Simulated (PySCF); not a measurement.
C2H7InO2, SMILES C[CH2][In]([OH])[OH]. The structure is a stationary point at B3LYP-D3(BJ)/def2-SVP. The structure was generated by enumeration; whether it is a known compound was not checked. The def2 effective core potentials stand for the cores of In; spin–orbit coupling is left out. The values are those of a single conformer.

### Question
Give the equilibrium geometry at B3LYP-D3(BJ)/def2-SVP (PySCF confirms it by a frequency run) as Cartesian coordinates in Å. (An estimate is asked for; the answer gives what the named calculation found.)

### Answer
Several could match; the one computed here: 
```xyz
12

In     0.1586     0.1267     0.2225
C     -0.3826    -1.6086    -0.9742
C     -1.4216    -1.3469    -2.0634
H     -0.7270    -2.3629    -0.2495
H      0.5668    -1.9791    -1.3913
H     -1.0761    -0.5980    -2.7942
H     -2.3752    -0.9833    -1.6477
H     -1.6458    -2.2692    -2.6273
O      1.5074     0.0546     1.7105
H      1.6093     0.9256     2.1204
O     -0.5223     2.0256     0.1030
H     -1.1811     2.1497    -0.5938
```
